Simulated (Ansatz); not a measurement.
Isolated molecules relaxed with PBE0-D4/def2-TZVP in Ansatz; ΔE leaves out vibrations. CBS: MP2 limit from def2 TZ/QZ plus the TZ coupled-cluster correction, frozen cores. This one scheme is used for every species. Each species was taken in one conformer, which may not be the lowest.

`C[SiH2]SS` + silanol → `C[SiH2][SiH2]O` + `SS`  (formal exchange of groups at the Si–S bond)

```csv
species,CCSD(T)/CBS(def2) energy (Eh)
`C[SiH2]SS`,-1126.32699
`O[SiH3]`,-366.69042
`C[SiH2][SiH2]O`,-696.24339
`SS`,-796.74576
```

**Question.** Work out ΔE.

**Answer.** ΔE = (-696.24339) + (-796.74576) − (-1126.32699) − (-366.69042) = 0.02826 Eh = +74.2 kJ/mol.

Largest T1 diagnostic among the species: 0.012.

From BLYP to BHLYP (50 % exact exchange), in def2-TZVPP and without D4, ΔE moves by +9.9 kJ/mol. Leaving LDA and LC-ωPBE aside and taking each functional with its dispersion term where it has one, the values, not all of them listed here, spread over 15.2 kJ/mol, from PBE-D4 to BHLYP-D4. LDA lies +3.6 kJ/mol from PBE without D4. The D4 term adds +4.6 kJ/mol with B3LYP and +2.3 kJ/mol with PBE0; it sums over pairs of atoms, weighted by their polarisabilities, and B3LYP, whose exchange is more repulsive, gets the larger term.

B3LYP here is the variant with VWN-RPA as its local correlation; programs differ in this.
